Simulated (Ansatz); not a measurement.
`OC/C(O)=N\[SiH3]` + CH₃NH₂ → `CN[SiH3]` + `N=C(O)CO`  (ligand exchange at the Si–N bond)

Program: Ansatz. Geometries: PBE0-D4/def2-TZVP. ΔE: electronic, gas phase. CCSD(T)/CBS adds triple-zeta CCSD(T) − MP2 to the extrapolated MP2 energy (def2 sets, frozen cores). One conformer a species, not always the lowest.

```csv
species,HF/def2-QZVPP energy (Eh)
`OC/C(O)=N\[SiH3]`,-573.08274
CH₃NH₂,-95.26228
`CN[SiH3]`,-385.39988
`N=C(O)CO`,-282.94494
```

Task: Work out ΔE.

Result: ΔE = (-385.39988) + (-282.94494) − (-573.08274) − (-95.26228) = 0.00020 Eh = +0.01 eV. CCSD(T)/CBS gives +0.04 eV.

Largest T1 diagnostic among the species: 0.013.

The D4 term adds +0.04 eV with B3LYP and +0.03 eV with PBE0; it sums over pairs of atoms, weighted by their polarisabilities, and B3LYP, whose exchange is more repulsive, gets the larger term.

B3LYP here is the variant with VWN-RPA as its local correlation; programs differ in this.
